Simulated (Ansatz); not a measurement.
Gas-phase electronic energies from Ansatz, PBE0-D4/def2-TZVP geometries. CCSD(T)/CBS adds triple-zeta CCSD(T) − MP2 to the extrapolated MP2 energy (def2 sets, frozen cores). Functionals use def2-TZVPP. Each species was taken in one conformer, which may not be the lowest.

Reaction (isomerisation): `N=C([SiH3])CS` → `[SiH3]C1NCS1`

`N=C([SiH3])CS`:

```xyz
12

N     1.227    0.666    0.963
C     0.418    0.165    0.128
Si    0.652    0.640   -1.695
C    -0.718   -0.782    0.458
S    -0.969   -1.143    2.209
H     1.005    0.331    1.911
H    -0.571    1.344   -2.171
H     0.801   -0.598   -2.507
H     1.842    1.507   -1.838
H    -1.649   -0.417    0.017
H    -0.523   -1.750   -0.016
H    -1.514    0.038    2.539
```

`[SiH3]C1NCS1`:

```xyz
12

Si   -0.541    1.409    0.952
C     0.527    0.491   -0.307
N    -0.263   -0.476   -1.100
C     0.138   -1.669   -0.349
S     1.535   -0.833    0.504
H    -1.358    0.413    1.690
H     0.341    2.139    1.900
H    -1.434    2.382    0.265
H     1.130    1.169   -0.915
H     0.123   -0.529   -2.035
H    -0.630   -1.980    0.362
H     0.431   -2.518   -0.966
```

| level | ΔE (kJ/mol) |
| --- | --- |
| r2SCAN0-D4 | 53.1 |
| B2PLYP | 65.1 |
| PBE-QIDH | 45.3 |
| PBE | 57.0 |
| revPBE | 62.1 |
| BHLYP | 63.7 |
| CCSD(T)/def2-TZVPP | 59.7 |
| MP2/def2-QZVPP | 50.5 |

Q: What does CCSD(T)/CBS give? (An estimate is asked.)

A: Computed: +56.3 kJ/mol. The listed levels differ from it by -3.2, 8.8, -11.0, 0.7, 5.8, 7.4, 3.4, -5.8 kJ/mol.

Largest T1 diagnostic among the species: 0.012.

From PBE to PBE0 (25 % exact exchange), in def2-TZVPP and without D4, ΔE moves by −7.8 kJ/mol. The D4 term adds −3.6 kJ/mol with B3LYP and −1.6 kJ/mol with PBE0; it sums over pairs of atoms, weighted by their polarisabilities, and B3LYP, whose exchange is more repulsive, gets the larger term.

CCSD(T)/CBS has its own doubt, a few kJ/mol and more with outer-core shells, so smaller differences from it don't rank the levels.

B3LYP here is the variant with VWN-RPA as its local correlation; programs differ in this.
